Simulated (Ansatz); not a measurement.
Relaxation of C₂H₈OSn₂ (13 atoms, charge 0, multiplicity 1), to a largest force component of 0.015 eV/Å in at most 40 steps.

All numbers below come from Ansatz 0.2.0, RKS BLYP-D4/def2-SVP.

```xyz
13
Properties=species:S:1:pos:R:3
O -1.145 2.158 0.789
C -0.648 1.164 0.441
Sn -0.325 -0.290 1.945
C -0.184 1.006 -1.008
Sn 1.299 2.398 -1.689
H -0.893 0.321 3.490
H 1.454 -0.596 2.082
H -1.082 -1.758 1.531
H 0.295 -0.035 -0.998
H -1.023 0.984 -1.643
H 1.752 2.000 -3.289
H 2.677 2.391 -0.632
H 0.568 3.938 -1.632
```

Problem. Where does it end, and by what steps?

Solution. The run converged. The force dipped under the threshold on the way, but the program's further checks kept it going. After 36 steps the energy has fallen by 0.658 eV; H6 moved furthest, 1.43 Å.

```csv
step,energy less start (eV),largest force component (eV/Å),accepted
0,0.0000,4.756,yes
2,-0.5144,1.437,yes
4,-0.5939,0.518,yes
6,-0.6095,0.144,yes
8,-0.6231,0.133,yes
10,-0.6303,0.138,yes
12,-0.6367,0.306,yes
14,-0.6395,0.077,no
16,-0.6432,0.036,yes
18,-0.6449,0.129,yes
20,-0.6480,0.161,yes
22,-0.6504,0.092,yes
24,-0.6504,0.148,no
26,-0.6536,0.077,yes
28,-0.6551,0.070,yes
30,-0.6553,0.104,no
32,-0.6569,0.046,yes
34,-0.6574,0.020,yes
36,-0.6576,0.013,yes
```

```xyz
13
Properties=species:S:1:pos:R:3
O -1.884 1.762 0.468
C -0.958 1.028 0.169
Sn -0.032 -0.234 1.837
C -0.363 0.935 -1.203
Sn 1.313 2.407 -1.329
H 0.397 0.827 3.143
H 1.373 -1.159 1.367
H -1.254 -1.328 2.409
H 0.088 -0.053 -1.411
H -1.094 1.228 -1.984
H 2.266 1.999 -2.716
H 2.260 2.281 0.114
H 0.631 3.988 -1.477
```

The run took 2.1 min on 2 threads of Arm Neoverse V2 (shared host), peak memory 0.19 GiB.
